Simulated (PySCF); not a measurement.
## C2H5OSSi: g tensor and hyperfine couplings

Species: C₂H₅OSSi (doublet state).
SMILES with atom numbers: `[CH2:1][C:2](=[O:3])[S:4][SiH3:5]` (hydrogens: H6, H7 on C1; H8, H9, H10 on Si5)

Structure used (GFN2-xTB), in Å, numbered top down from 1:
```xyz
10
C2H5OSSi angstrom
C      1.5126    0.1691    0.6507
C      1.1989    0.7371   -0.5772
O      1.8866    1.0187   -1.5209
S     -0.6016    1.2722   -0.6071
Si    -1.6711   -0.5502   -0.1307
H      0.7660   -0.1002    1.3725
H      2.5511    0.0998    0.9285
H     -1.9574   -0.5153    1.2992
H     -0.8094   -1.6679   -0.4871
H     -2.8669   -0.4586   -0.9504
```

The hyperfine couplings belong to this conformer and change with its torsions.

Computed with UKS B3LYP, pcH-1 on C H O S Si, non-relativistic, mean-field spin-orbit, GIAO in PySCF. Isolated species at its GFN2-xTB geometry (one conformer only). The geometry wasn't refined by DFT: couplings that depend on bond lengths, twists or pyramidal angles can differ widely from those at the functional's own minimum. The frame is twisted about the C1–C2 bond at this geometry (dihedral H6–C1–C2–S4 = 12°); couplings at other torsion angles weren't computed. No stability test was run, so a lower SCF solution isn't excluded.

| Quantity | Value |
| --- | --- |
| g1, g2, g3 | 2.00196, 2.00571, 2.01178 |
| g_iso | 2.00648 |
| Form of g | rhombic: the two nearest values differ by 38 % of g3 − g1 |
| ⟨S²⟩ | 0.7593 (exact 0.7500) |
| Total energy | -842.10573 Eh |

Isotropic coupling and dipolar principal values T1 to T3, in G; ρ(0) is the spin density at the nucleus (MHz turned into gauss with g_iso; 10 G = 1 mT):

```json
{"atom": "C1", "isotope": "13C", "a_iso": "23.7", "of which spin–orbit": "-0.1", "T1": "-23.6", "T2": "-23.5", "T3": "47.1", "Mulliken spin population": "0.85", "ρ(0) (bohr⁻³)": "0.0595"}
{"atom": "C2", "isotope": "13C", "a_iso": "-16.0", "of which spin–orbit": "0.0", "T1": "-4.4", "T2": "0.8", "T3": "3.6", "Mulliken spin population": "-0.10", "ρ(0) (bohr⁻³)": "-0.0401"}
{"atom": "O3", "isotope": "17O", "a_iso": "-5.6", "of which spin–orbit": "-0.3", "T1": "-25.2", "T2": "12.5", "T3": "12.8", "Mulliken spin population": "0.23", "ρ(0) (bohr⁻³)": "0.0243"}
{"atom": "S4", "isotope": "33S", "a_iso": "0.7", "of which spin–orbit": "0.1", "T1": "-3.3", "T2": "-2.9", "T3": "6.2", "Mulliken spin population": "0.08", "ρ(0) (bohr⁻³)": "0.0051"}
{"atom": "Si5", "isotope": "29Si", "a_iso": "0.7", "of which spin–orbit": "0.0", "T1": "-0.4", "T2": "0.1", "T3": "0.3", "Mulliken spin population": "0.00", "ρ(0) (bohr⁻³)": "-0.0022"}
{"atom": "H6", "isotope": "1H", "a_iso": "-17.5", "of which spin–orbit": "0.0", "T1": "-11.1", "T2": "-1.1", "T3": "12.2", "Mulliken spin population": "-0.03", "ρ(0) (bohr⁻³)": "-0.0110"}
{"atom": "H7", "isotope": "1H", "a_iso": "-17.9", "of which spin–orbit": "0.0", "T1": "-10.8", "T2": "-0.9", "T3": "11.7", "Mulliken spin population": "-0.04", "ρ(0) (bohr⁻³)": "-0.0112"}
{"atom": "H8", "isotope": "1H", "a_iso": "1.1", "of which spin–orbit": "0.0", "T1": "-0.4", "T2": "-0.4", "T3": "0.9", "Mulliken spin population": "0.00", "ρ(0) (bohr⁻³)": "0.0007"}
{"atom": "H9", "isotope": "1H", "a_iso": "0.1", "of which spin–orbit": "0.0", "T1": "-0.8", "T2": "-0.5", "T3": "1.4", "Mulliken spin population": "0.00", "ρ(0) (bohr⁻³)": "0.0001"}
{"atom": "H10", "isotope": "1H", "a_iso": "5.1", "of which spin–orbit": "0.0", "T1": "-0.3", "T2": "-0.2", "T3": "0.5", "Mulliken spin population": "0.01", "ρ(0) (bohr⁻³)": "0.0032"}
```

Largest spin populations (Mulliken): C1 (+0.85), O3 (+0.23), C2 (-0.10) and S4 (+0.08). The positive populations add up to 1.17 and the negative ones to -0.17, together 2S = 1. The angles at C1 add up to 359.6°, so it is planar; its axial dipolar tensor and the negative couplings of its protons fit spin in a p orbital normal to that plane.

Axes: g3 points within 15° of the C2–O3 bond.

Under fast tumbling the dipolar parts average out, and these isotropic splittings remain: 1 × 1H (H7, I = 1/2, 2 lines) with 1.79 mT, 1 × 1H (H6, I = 1/2, 2 lines) with 1.75 mT and 3 × 1H (H8/H9/H10, I = 1/2, 4 lines) with 0.21 mT.

Nuclei that the bonding pattern makes equivalent are averaged, as if the motion that swaps them (rotation, inversion, ring flip) were fast. H6 and H7 aren't averaged: C1 is flat or nearly so (angle sum 360°), and its turn about the short C1–C2 bond (1.39 Å) is taken as slow. The three 1H nuclei of mean +6.0 MHz run from 0.3 to 14.4 MHz in the frozen geometry.

The 17O coupling of O3 (-15.6 MHz) shows only in satellite lines or after enrichment, since that isotope makes up about 0.038 % of natural oxygen.

The 13C coupling of C1 (66.6 MHz) shows only in satellite lines or after enrichment, since that isotope makes up about 1.07 % of natural carbon.

β density exceeds α density at some nuclei, such as C2 (-0.0401), H7 (-0.0112) and H6 (-0.0110), spin density in bohr⁻³. In a single determinant that takes different orbitals for the two spins, that is spin polarisation.
